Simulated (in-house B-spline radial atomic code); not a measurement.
Configurations of Mo7+, with energies counted from [Ar] 3d10 4s2 4p5. Computed with a radial B-spline atomic code at the basis-set limit: Dirac-Hartree-Fock, average of configuration, Fermi nucleus of rms radius 4.4091 fm. Energies include first-order Breit, QED and recoil terms.

Occupations are held fixed; configurations that lie above the ionisation limit could autoionise.

```csv
configuration,E - E(ref) (eV),highest orbital,its <r> (bohr)
[Ar] 3d10 4s1 4p5 4d1,75.146,4d5/2,1.325
[Ar] 3d10 4s2 4p4 5g1,109.58,5g7/2,3.387
[Ar] 3d10 4s1 4p5 5f1,138.72,5f7/2,3.416
[Ar] 3d10 4s1 4p5 7d1,153.77,7d5/2,6.593
[Ar] 3d10 4s1 4p5 7f1,158.15,7f7/2,7.716
[Ar] 3d10 4s1 4p5 8f1,162.79,8f7/2,10.43
[Ar] 3d9 4s2 4p5 7s1,321.24,7s1/2,5.413
[Ar] 3d9 4s2 4p5 6g1,327.21,6g7/2,5.414
```

Problem. Order these further configurations by energy, lowest first.
A. [Ar] 3d10 4s2 4p4 5s1
B. [Ar] 3d10 4s2 4p4 6g1
C. [Ar] 3d9 4s2 4p5 8f1
D. [Ar] 3d10 4s1 4p5 8d1
E. [Ar] 3d9 4s2 4p5 7f1

Solution. A (66.577 eV), B (120.24 eV), D (160 eV), E (332.22 eV), C (336.91 eV).

Problem. How far above the reference does [Ar] 3d9 4s2 4p5 7g1 lie?

Solution. 333.67 eV; its least bound orbital is 7g7/2 with <r> = 7.829 bohr.

Problem. How far above the reference does [Ar] 3d10 4s2 4p4 8g1 lie?

Solution. 130.91 eV; its least bound orbital is 8g7/2 with <r> = 10.63 bohr.

Problem. How far above the reference does [Ar] 3d10 4s1 4p5 5d1 lie?

Solution. 123.98 eV; its least bound orbital is 5d5/2 with <r> = 2.758 bohr.
